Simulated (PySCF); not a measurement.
A calculated (r2SCANh, PySCF 2.14, ANO-RCC-VTZP, scalar relativity by spin-free X2C-1e) atom or ion has these occupied shells.

| shell | electrons | orbital energy (eV) | rms radius, mean of both spins (bohr) |
| --- | --- | --- | --- |
| 1s α | 1 | -51862.6 | 0.0245 |
| 1s β | 1 | -51862.6 | 0.0245 |
| 2s α | 1 | -8656.7 | 0.0990 |
| 2s β | 1 | -8656.6 | 0.0990 |
| 2p α | 3 | -7707.5 | 0.0890 |
| 2p β | 3 | -7707.5 | 0.0890 |
| 3s α | 1 | -1960.1 | 0.255 |
| 3s β | 1 | -1956.9 | 0.255 |
| 3p α | 3 | -1664.0 | 0.256 |
| 3p β | 3 | -1660.8 | 0.256 |
| 3d α | 5 | -1270.6 | 0.235 |
| 3d β | 5 | -1267.9 | 0.235 |
| 4s α | 1 | -423.15 | 0.575 |
| 4s β | 1 | -415.65 | 0.575 |
| 4p α | 3 | -324.54 | 0.611 |
| 4p β | 3 | -316.95 | 0.611 |
| 4d α | 5 | -186.76 | 0.671 |
| 4d β | 5 | -178.84 | 0.671 |
| 5s α | 1 | -80.159 | 1.39 |
| 5s β | 1 | -76.893 | 1.39 |
| 5p α | 3 | -55.228 | 1.60 |
| 5p β | 3 | -52.902 | 1.60 |
| 4f α | 7 | -37.709 | 0.926 |
| 4f β | 1 | -32.319 | 0.926 |

Task: Name the element and its charge.

Result: Tb³⁺ (terbium, charge +3), in [Xe] 4f8, high-spin 7F determinant.
